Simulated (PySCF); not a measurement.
C4H8O2. Atoms are numbered in the order given.

```xyz
14

C      1.1343    -0.6747     0.3502
C      1.1343     0.6747    -0.3502
O      0.0000     1.4457     0.0000
C     -1.1343     0.6747     0.3502
C     -1.1343    -0.6747    -0.3502
O      0.0000    -1.4457     0.0000
H      2.0310    -1.2489     0.0660
H      1.1717    -0.5180     1.4464
H      2.0310     1.2489    -0.0660
H      1.1717     0.5180    -1.4464
H     -1.1717     0.5180     1.4464
H     -2.0310     1.2489     0.0660
H     -2.0310    -1.2489    -0.0660
H     -1.1717    -0.5180    -1.4464
```

Geometry: ωB97X-D3(BJ)/def2-SVP. Other conformers were not sampled.

Method: ωB97X-D3(BJ)/def2-SVP run with PySCF 2.14.0.

No scaling factor is applied to the harmonic values.

```
mode  ν (cm⁻¹)  IR (km/mol)  Raman (Å⁴/amu)  depolarisation  moving atoms (share of kinetic energy)
----  --------  -----------  --------------  --------------  --------------------------------------
1          107         18.7             0.0               –                  O 47 %, H 28 %, C 25 %
2          295          1.9             0.0               –                  H 44 %, O 36 %, C 20 %
3          298          0.0             0.4            0.16                          H 54 %, C 46 %
4          472          0.0             0.3            0.59                          O 64 %, C 29 %
5          513          2.7             2.2            0.75                  C 51 %, H 33 %, O 16 %
6          601          1.5             0.4            0.75                  H 60 %, C 29 %, O 11 %
7          872          0.0            12.5            0.14                  C 57 %, H 23 %, O 19 %
8          889          1.7             2.4            0.75                   H 60 %, C 31 %, O 9 %
9          913         27.5             1.3            0.75                  H 45 %, C 43 %, O 12 %
10         931         72.1             0.1            0.75                  O 44 %, C 31 %, H 25 %
11        1061          0.0            10.8            0.73                  H 47 %, C 43 %, O 10 %
12        1088          1.0             6.5            0.75                          C 56 %, H 41 %
13        1123          1.8             0.0               –                          H 48 %, C 47 %
14        1148          0.0             3.0            0.06                          C 53 %, H 46 %
15        1214         20.2             0.9            0.75                  C 37 %, O 34 %, H 29 %
16        1234        164.3             7.2            0.75                  C 46 %, O 28 %, H 26 %
17        1264         22.5             0.0               –                  H 66 %, C 21 %, O 13 %
18        1285          1.6            10.2            0.75                           H 87 %, C 9 %
19        1301        109.8             6.2            0.75                  H 66 %, O 19 %, C 15 %
20        1319          0.0            14.3            0.72                                  H 89 %
21        1365          0.0             6.8            0.75                          H 81 %, C 12 %
22        1416          3.6             2.7            0.75                          H 73 %, C 25 %
23        1424         30.8             6.3            0.75                          H 71 %, C 26 %
24        1457          0.0             1.1            0.26                          H 57 %, C 41 %
25        1495          0.0             5.2            0.75                           H 91 %, C 8 %
26        1499          4.5            28.5            0.75                          H 89 %, C 11 %
27        1506          4.1             5.0            0.75                                  H 93 %
28        1517          0.0             7.5            0.33                           H 91 %, C 9 %
29        3022         51.0             0.4            0.75                                  H 94 %
30        3036          0.3            12.9            0.75                                  H 94 %
31        3038          0.0           381.1            0.15                                  H 93 %
32        3039        150.6            14.9            0.75                                  H 94 %
33        3125         21.3            24.1            0.75                           H 91 %, C 9 %
34        3125         87.9             5.6            0.75                           H 91 %, C 9 %
35        3127         31.3           128.3            0.75                          H 90 %, C 10 %
36        3128          0.0           279.8            0.27                           H 91 %, C 9 %
```
